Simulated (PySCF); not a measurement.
Species: Si(eta1-allyl)H3, C3H8Si.
Geometry (PBE0-D3(BJ)/def2-SVP, Å), atoms numbered from 1 in this order:
```xyz
12
C3H8Si angstrom
Si    -0.0783   -0.7292   -1.6143
C     -0.0452   -0.7801    0.2806
C      0.5239    0.4701    0.8664
C     -0.1737    1.4317    1.4765
H      0.5544   -1.6605    0.5713
H     -1.0745   -0.9549    0.6358
H      1.6067    0.6056    0.7462
H     -1.2561    1.3490    1.6203
H      0.3119    2.3340    1.8563
H      1.3067   -0.5465   -2.1489
H     -0.9278    0.4071   -2.0825
H     -0.6325   -2.0089   -2.1566
```

The closed-shell ground state was solved at several levels (PySCF, density fitting, gas phase, non-relativistic).

```csv
level,basis functions,total energy (Eh),HOMO (eV),LUMO (eV),gap (eV),dipole (D)
B3LYP/pcSseg-1,115,-408.6024,-6.98,-0.06,6.92,0.48
PBE0/pcSseg-1,115,-408.2944,-7.20,0.15,7.35,0.48
```

Problem. What might wB97X-D/def2-SVPD (148 basis functions) give for the same quantities?

Solution. Total energy -408.3817 Eh, HOMO -9.04 eV, LUMO 1.81 eV, gap 10.85 eV, dipole 0.54 D.

Problem. Over all these levels, which gives the widest orbital gap and which the narrowest?

Solution. wB97X-D/def2-SVPD (range-separated hybrid) has the widest, 10.85 eV, and B3LYP/pcSseg-1 (global hybrid, 20 % exact exchange) the narrowest, 6.92 eV. Functional and basis both differ between the two, so the spread mixes both effects.

Problem. How far do the dipole and the HOMO energy spread over the levels?

Solution. The dipole runs from 0.48 to 0.54 D (mean 0.50 D) and the HOMO from -9.04 to -6.98 eV.

One conformer stands for the species.

wB97X-D is run here without its empirical dispersion term; that term would change no orbital, density or response property at a fixed geometry.
